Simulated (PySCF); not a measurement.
Ga(AsH2)(F)2 (AsF2GaH2), SMILES [F][Ga]([F])[AsH2]. Heavy atoms are numbered as in [Ga:1]([AsH2:2])([F:5])[F:6]. Hydrogens are named by the atom that carries them.

Geometry optimised at PBE0-D3(BJ)/def2-SVP.

Computed with PBE0/pcSseg-1 (PySCF).

GIAO shieldings, no solvent; atoms alike by connectivity are averaged. δ = σ(ref) − σ: ⁷⁵As against AsH3 (σ = 1910.2 ppm); ¹H against TMS (σ = 31.56 ppm); ¹⁹F against CFCl3 (σ = 167.2 ppm), references at their B3LYP-D3(BJ)/def2-TZVP geometries, non-relativistic.

```tsv
atoms	nucleus	count	δ (ppm)
As2 (AsH2)	⁷⁵As	1	___
H on As2	¹H	2	2.24
F5	¹⁹F	2	-114.0
```

**Question.** Fill in the missing entries. (The exact figures need the calculation; the answer reports its results.)

**Answer.** 
- As2 (AsH2), δ (ppm): -127.3
